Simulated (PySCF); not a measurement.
# Radial density of Gd⁴⁷⁺ (gadolinium, charge +47)

UHF, [Ne] 3s2 3p5, 2P determinant. Calculation: PySCF 2.14, in an uncontracted even-tempered set (18 s from 10 bohr⁻², ratio 2.5; 12 p from 13 bohr⁻², ratio 2.5; 4 d from 56 bohr⁻², ratio 2.7; 4 f from 83 bohr⁻², ratio 2.7); the spin-free X2C one-electron Hamiltonian (Gaussian nucleus).

```
r (bohr)  4πr²ρ (e/bohr)  4πr²(ρα − ρβ)
  0.0181           83.83         0.4916
  0.0304           73.88         1.4526
  0.0512           98.15         2.1186
  0.0861           84.51         0.2444
   0.145           37.04         2.7059
   0.244           35.55         4.9082
   0.410           2.877         0.4053
   0.690        0.005888         0.0007
```

Densities and radii are taken from the X2C orbitals without a picture-change correction, which distorts them close to the nucleus.

Spin-orbit coupling, absent here, splits the open shell strongly.
